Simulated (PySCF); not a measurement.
Potential energy surface of H3Al, singlet: umbrella (inversion) coordinate, bond length relaxed. Scanned: angle between the Al-H bonds and the threefold axis (90 = planar). Other coordinates (Al-H bond length) were minimised at PBE0/def2-TZVP.

Method: CCSD(T) on RHF/cc-pVTZ, 5 core orbitals frozen run with PySCF 2.14.0.

Scanned values (°): 90, 93, 96, 99, 102, 105, 108, 111, 114, 117, 120, 123, 126, 129, 132.

Task: Describe the profile: where are the wells and the tops?

Result: Lower than their neighbours: 90° (0.0 kJ/mol, end of the scan). Higher than their neighbours: 132° (354.5 kJ/mol, end of the scan). The whole profile spans 354.5 kJ/mol.
